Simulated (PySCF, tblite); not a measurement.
Isomers of C5H9ClF2O, one GFN2-xTB conformer each. Single-point energies are computed at PBE0/pcSseg-1 (PySCF, gas phase, no added dispersion term), electronic only.

```csv
SMILES,GFN2-xTB relative energy (kJ/mol)
CCO[C@H](CCl)C(F)F,18.2
COC(C)(C)C(F)(F)Cl,0.0
```

Conformers: `[CH3:1][CH2:2][O:3][C@H:4]([CH2:5][Cl:6])[CH:7]([F:8])[F:9]` with C1–C2–O3–C4 -170°, C2–O3–C4–C5 -73°, O3–C4–C5–Cl6 88°, O3–C4–C7–F8 79°; `[CH3:1][O:2][C:3]([CH3:4])([CH3:5])[C:6]([F:7])([F:8])[Cl:9]` with C1–O2–C3–C4 55°, O2–C3–C6–F7 -166°.

Problem. What does PBE0/pcSseg-1 give for the same structures?

Solution. 
```json
{"SMILES": "COC(C)(C)C(F)(F)Cl", "PBE0/pcSseg-1 E (Eh)": "-930.33266", "PBE0/pcSseg-1 (kJ/mol)": "0.0", "GFN2-xTB (kJ/mol)": "0.0", "point group": "C1"}
{"SMILES": "CCO[C@H](CCl)C(F)F", "PBE0/pcSseg-1 E (Eh)": "-930.33058", "PBE0/pcSseg-1 (kJ/mol)": "5.5", "GFN2-xTB (kJ/mol)": "18.2", "point group": "C1"}
```

Both levels put the same isomer lowest. Neighbours under 10 kJ/mol apart (COC(C)(C)C(F)(F)Cl and CCO[C@H](CCl)C(F)F) can change places with a better method, another conformer or zero-point energy.

Problem. Which frontier levels, dipoles and rotational constants go with these structures?

Solution. 
```tsv
SMILES	HOMO (eV, PBE0/pcSseg-1)	LUMO (eV)	dipole (D)	A, B, C (MHz)
COC(C)(C)C(F)(F)Cl	-7.93	0.70	2.11	1637, 1281, 1135
CCO[C@H](CCl)C(F)F	-7.87	0.67	1.77	1326, 976.0, 634.5
```

Problem. What happens when harmonic zero-point energies from GFN2-xTB frequencies are added?

Solution. 
```tsv
SMILES	ZPE (kJ/mol)	electronic (kJ/mol)	with ZPE (kJ/mol)
COC(C)(C)C(F)(F)Cl	354.8	0.0	0.0
CCO[C@H](CCl)C(F)F	357.2	5.5	8.0
```

The zero-point energies span 2.4 kJ/mol. The order is unchanged.
